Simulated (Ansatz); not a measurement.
Ansatz (an electronic-structure program) input (CCSD(T)/aug-cc-pVDZ):

Ansatz 0.2 input:
```yaml
crystal:
  periodic: [false, false, false]
  atoms:
    - {symbol: C, position_ang: [1.72830850, -2.35905216, 1.58732818]}
    - {symbol: C, position_ang: [1.08629982, -1.36523260, 0.94333449]}
    - {symbol: C, position_ang: [0.49458917, -0.43818947, 0.34466740]}
    - {symbol: C, position_ang: [-0.18043151, 0.51728861, -0.29106834]}
    - {symbol: C, position_ang: [-0.71335768, 1.47198747, -0.88565211]}
    - {symbol: C, position_ang: [-1.94102360, 2.01057711, -1.48720625]}
    - {symbol: H, position_ang: [2.23250426, -3.15320510, 1.04652753]}
    - {symbol: H, position_ang: [1.76619538, -2.40186160, 2.67088230]}
    - {symbol: H, position_ang: [-1.79789622, 2.24484746, -2.54928673]}
    - {symbol: H, position_ang: [-2.80862498, 1.33119335, -1.42202323]}
    - {symbol: H, position_ang: [-2.23848675, 2.95475209, -1.01452004]}
basis:
  gaussian:
    orbitals: aug-cc-pVDZ
total_charge: -1
magnetization: {spin_polarized: false}
correlation: {method: ccsd_t, electrons: outside_noble_gas}
output: {forces: true}
```

End of the output:

```
cycle   4  -23.31483926 eV  change   -6.9e-3 eV  update   1.0e-2
cycle   5  -23.31121291 eV  change    3.6e-3 eV  update   5.6e-3
cycle   6  -23.31122224 eV  change   -9.3e-6 eV  update   2.5e-3
cycle   7  -23.31054678 eV  change    6.8e-4 eV  update   1.2e-3
cycle   8  -23.30997697 eV  change    5.7e-4 eV  update   6.1e-4
cycle   9  -23.30998574 eV  change   -8.8e-6 eV  update   3.5e-4
cycle  10  -23.31026968 eV  change   -2.8e-4 eV  update   1.6e-4
cycle  11  -23.31007062 eV  change    2.0e-4 eV  update   8.8e-5
cycle  12  -23.31010241 eV  change   -3.2e-5 eV  update   4.4e-5
cycle  13  -23.31008859 eV  change    1.4e-5 eV  update   2.0e-5
cycle  14  -23.31009053 eV  change   -1.9e-6 eV  update   1.3e-5
cycle  15  -23.31009947 eV  change   -8.9e-6 eV  update   6.1e-6
cycle  16  -23.31010085 eV  change   -1.4e-6 eV  update   4.1e-6
cycle  17  -23.31009985 eV  change    1.0e-6 eV  update   1.3e-6
coupled cluster: 2.48 GiB planned
perturbative correction -1.20977066 eV, -0.0444582518 hartree
the calculation of the forces begins
Total energy: -6282.70788145 eV, -230.8852560708 hartree
Atom 0 at     1.728309    -2.359052     1.587328 Å, force     0.640208    -0.943853     0.620365 eV/Å
Atom 1 at     1.086300    -1.365233     0.943334 Å, force     0.084706    -0.395345     0.207183 eV/Å
Atom 2 at     0.494589    -0.438189     0.344667 Å, force     0.087545     0.472778    -0.193551 eV/Å
Atom 3 at    -0.180432     0.517289    -0.291068 Å, force    -0.040491    -0.631236     0.280354 eV/Å
Atom 4 at    -0.713358     1.471987    -0.885652 Å, force    -0.352714     1.464352    -0.778589 eV/Å
Atom 5 at    -1.941024     2.010577    -1.487206 Å, force    -0.366829     0.211510    -0.203140 eV/Å
Atom 6 at     2.232504    -3.153205     1.046528 Å, force     0.219600    -0.344842    -0.259203 eV/Å
Atom 7 at     1.766195    -2.401862     2.670882 Å, force     0.006238    -0.001060     0.484031 eV/Å
Atom 8 at    -1.797896     2.244847    -2.549287 Å, force     0.070667     0.079708    -0.411249 eV/Å
Atom 9 at    -2.808625     1.331193    -1.422023 Å, force    -0.244805    -0.273359     0.056165 eV/Å
Atom 10 at    -2.238487     2.954752    -1.014520 Å, force    -0.104127     0.361347     0.197635 eV/Å
Dipole moment:    -0.667963     0.492011    -0.419333 e Å
```

It need not be the lowest isomer of its formula. Whether it binds its extra electron was not tested at this geometry.
